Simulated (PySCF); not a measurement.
C₂H₂F₃O, SMILES FC([CH]O)(F)F, multiplicity 2. Geometry optimised at B3LYP-D3(BJ)/def2-SVP. The isomer is the one that the SMILES or the coordinates give; other isomers of the formula were not compared. Other conformers were not sampled.

Q: Give the equilibrium geometry at B3LYP-D3(BJ)/def2-SVP (PySCF confirms it by a frequency run) as Cartesian coordinates in Å. (An estimate is asked for; the answer gives what the named calculation found.)

A: Several could match; the one computed here: 
```xyz
8

O     -2.0139    -0.3338     0.0917
C     -0.8333    -0.7080    -0.4370
C      0.3928     0.0331    -0.0489
F      0.3004     0.4162     1.2510
F      1.4906    -0.7168    -0.1974
F      0.5968     1.1680    -0.7589
H     -1.8520     0.1202     0.9349
H     -0.8834    -1.2069    -1.4055
```
Charge 0, spin multiplicity 2.
